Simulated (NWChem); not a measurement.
**Atomisation of C$_{2}$H$_{3}$AlCl$_{2}$**

SMILES: C=[CH][Al]([Cl])[Cl]
```xyz
8

Al    -0.0539    -0.1493     0.0000
Cl    -1.8311    -1.2746     0.0000
Cl    -0.2138     1.9511     0.0000
C      1.6839    -0.9858     0.0000
C      2.8246    -0.2731     0.0000
H      1.7715    -2.0812     0.0000
H      3.8138    -0.7487     0.0000
H      2.8275     0.8236     0.0000
```
Charge 0, spin multiplicity 1.

Program: NWChem. Structure: optimised with B3LYP/def2-SVP, a minimum by its harmonic frequencies. It is one conformer; others weren't searched.

Basis set: def2-TZVP. The atomisation energy is electronic alone: no zero-point, thermal, spin-orbit or counterpoise terms. No value is extrapolated to the basis-set limit. Free atoms are single determinants with multiplicities Al 2, Cl 2, C 3, H 2. Correlated methods freeze the same cores in atoms and molecule, 17 orbitals in all.

Relative cost: rough, from shared machines, SCF included, BHandHLYP = 1. Costs are the molecule's.

B3LYP has NWChem's definition, with VWN1-RPA local correlation. The structure started from a generated list of species. The stability of the SCF solutions was not checked. Open-shell Hartree-Fock references start from PBE0 orbitals; any time given for them includes that run.

| method | atomisation energy (kcal/mol) | relative cost |
|---|---|---|
| BHandHLYP | 703.4 | 1 |
| PBE0 | 730.6 | under 3 |
| B3LYP | … | under 3 |
| PBE | 740.0 | under 3 |
| M06-2X | … | under 3 |
| r2SCAN | 736.3 | under 3 |
| HF | … | under 3 |
| MP2 | … | 4 |

Problem. What belongs in the gaps?

Solution. 
- B3LYP, atomisation energy (kcal/mol): 718.7
- M06-2X, atomisation energy (kcal/mol): 733.4
- HF, atomisation energy (kcal/mol): 557.4
- MP2, atomisation energy (kcal/mol): 726.7
